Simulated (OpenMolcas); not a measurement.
Pt6+ among 6 point charges of -1.7 e arranged as a trigonal prism (D3h), with a polar angle of 55.0° against the regular 49.1°.

```json
{
 "Program": "OpenMolcas",
 "Method": "SS-CASPT2, IPEA 0.25 Eh, imaginary shift 0.1 Eh (closed shells correlated: 4f 5s 5p)",
 "Basis": "ANO-RCC-VDZP [7s6p4d2f]",
 "Scalar Hamiltonian": "DKH2, point nucleus",
 "Active space": "4 electrons in 5 orbitals (5d)",
 "State averaging": "2S+1 = 5 even, 5 roots; 2S+1 = 3 even, 45 roots; 2S+1 = 1 even, 50 roots",
 "Spin-orbit coupling": "RASSI with atomic mean-field integrals over the reference wave functions"
}
```

All point charges move together. At R = 2.09 Å the first state of the same spin is 1250 cm-1, and at R = 2.24 Å it is 840 cm-1.

Task: A third run gives 630 cm-1. What distance was it run at?

Result: With a power law R^-n the two known points give n = -ln(840 / 1250) / ln(2.24 / 2.09) = 5.73. Then R = 2.09 × (1250 / 630)^(1/5.73) = 2.355 Å. The run was at 2.35 Å, so the estimate is off by +0.005 Å.

Roots that are degenerate in the reference are averaged as groups; the widest CASPT2 spread within a group is 140 cm-1 (the 2-fold group of multiplicity 5 near 1250 cm-1 above the lowest state of its run, R = 2.09). Shifts and gaps below about the spread of the groups concerned are not significant. Point charges give a weaker field than real ligands, and real ions of this kind are as a rule low spin; the high spin found here belongs to the model. The ground term spreads over less than 5000 cm-1, several times less than with real ligands, so orbital moments are less quenched and χT lies further from the spin-only value than at real sites. Free-ion shares, where given, are those of the reference states; single-state CASPT2 does not remix them. Spin-orbit coupling mixes the spin-free states strongly: the lowest level takes only 25 % from its leading state, 5E (figures for R = 2.09; the like holds for R = 2.24, R = 2.35). This is an electrostatic model: the charges have no orbitals. No measured value stands beside these numbers.
